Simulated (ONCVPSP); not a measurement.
Reading a pseudo-wave (F (Z = 9))

Columns: radius, all-electron u(r) and pseudo u(r) of the 2s shell (level -30.14 eV) of fluorine in the configuration [He] 2s1.5 2p5.5; PBE, scalar-relativistic, ONCV scheme, ONCVPSP 4.0.1.

| r (bohr) | all-electron | pseudo |
| --- | --- | --- |
| 0.047 | -0.3688 | 0.0502 |
| 0.095 | -0.4506 | 0.1043 |
| 0.142 | -0.3727 | 0.1630 |
| 0.190 | -0.2133 | 0.2317 |
| 0.237 | -0.0262 | 0.3088 |
| 0.285 | 0.1685 | 0.3962 |
| 0.332 | 0.3472 | 0.4873 |
| 0.380 | 0.5097 | 0.5822 |
| 0.427 | 0.6457 | 0.6741 |
| 0.475 | 0.7603 | 0.7638 |
| 0.522 | 0.8496 | 0.8440 |
| 0.570 | 0.9191 | 0.9134 |
| 0.617 | 0.9681 | 0.9653 |
| 0.665 | 1.0013 | 1.0006 |
| 0.712 | 1.0195 | 1.0195 |
| 0.760 | 1.0259 | 1.0259 |
| 0.807 | 1.0222 | 1.0222 |
| 0.855 | 1.0102 | 1.0102 |
| 0.902 | 0.9919 | 0.9919 |
| 0.950 | 0.9680 | 0.9680 |
| 0.997 | 0.9406 | 0.9406 |
| 1.045 | 0.9095 | 0.9096 |
| 1.092 | 0.8771 | 0.8771 |
| 1.140 | 0.8424 | 0.8425 |
| 1.187 | 0.8077 | 0.8077 |
| 1.235 | 0.7718 | 0.7719 |

Q: How many radial nodes do the two functions have?

A: The all-electron 2s function has n − l − 1 = 1; the pseudo-wave has 0, since the states of the same l below it are removed with the core.

Q: At about which radius was the pseudo-wave matched?

A: 0.75 bohr, where the columns begin to agree (steps of 0.05 bohr).

Q: Where does each function peak?

A: Outermost all-electron maximum near 0.76 bohr, pseudo maximum near 0.76 bohr (to the table’s step).

Q: Is the pseudo-wave norm-conserving?

A: Yes: the ONCV scheme keeps the norm inside the radius equal to the all-electron one, which fixes the energy derivative of the logarithmic derivative at the level.
